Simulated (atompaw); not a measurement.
# What one change does to a pseudopotential (osmium (Os), PAW (atompaw))

* Element: osmium
* Generator: atompaw 4.2.0.5
* Type: PAW
* Functional: PBEsol
* Relativity: scalar-relativistic
* Frozen core: [Kr] 4d10 4f14
* Valence charge: 16
* Reference configuration: 5s2 5p6 5d6 6s2 6p0
* Partial waves: 5s (bound): rc 1.90 bohr; 6s (bound): rc 1.45 bohr; 5p (bound): rc 1.90 bohr; 6p (bound, empty): rc 2.40 bohr; 5d (bound): rc 2.40 bohr; 5d channel at -0.1 Ry: rc 2.40 bohr
* Local potential: troulliermartins scheme with l = 3 at 1 Ry, radius 2.20 bohr
* Core correction: smooth core density matched at 2.25 bohr
* Augmentation charge: sinc compensation charge, radius 2.10 bohr; PAW radius 2.40 bohr; waves and projectors: custom polynom2 7 10 vanderbiltortho

All-electron outer shells of the reference configuration (PBEsol, scalar-relativistic, ld1.x):

```tsv
shell	level (eV)	outermost node (bohr)	outermost maximum (bohr)
4d	-272.70	0.21	0.44
5s	-91.60	0.51	0.91
4f	-52.02	–	0.40
5p	-50.86	0.55	1.03
5d	-6.29	0.60	1.36
6s	-6.19	1.20	2.48
6p	-1.23	1.44	3.51
```

Change: all radii scaled by about 1.12 (s 2.12, p 2.12, d 2.68 bohr); local potential troulliermartins scheme with l = 3 at 1 Ry, radius 2.46 bohr; augmentation sinc compensation charge, radius 2.36 bohr; PAW radius 2.68 bohr; waves and projectors: custom polynom2 7 10 vanderbiltortho; core correction smooth core density matched at 2.52 bohr.

Cutoffs: the cutoffs (Ry, on a coarse ladder) from which the occupation-weighted sum of valence levels, in a spherical-Bessel basis at the reference potential, stays within 10 and 1 mRy of its value at 400 Ry; they do not see the model core or the augmentation charge, which bear on the density cutoff.

Task: What does the change do?

Result: The potential gets harder (30 Ry and 60 Ry → 30 Ry and 70 Ry); neither file shows a bound ghost.

| quantity | base | changed |
| --- | --- | --- |
| cutoff, loose | 30 Ry | 30 Ry |
| cutoff, tight | 60 Ry | 70 Ry |
| loose cutoff by channel (10 mRy a level) | s 15 Ry, p 18 Ry, d 18 Ry | s 15 Ry, p 15 Ry, d 15 Ry |
| bound ghosts | none | none |
| lowest overlap eigenvalue by channel | s 0.49, p 0.55, d 0.92 | s 0.55, p 0.62, d 0.93 |

 The cutoffs see the waves, projectors and local potential, not the compensation charge or the core.
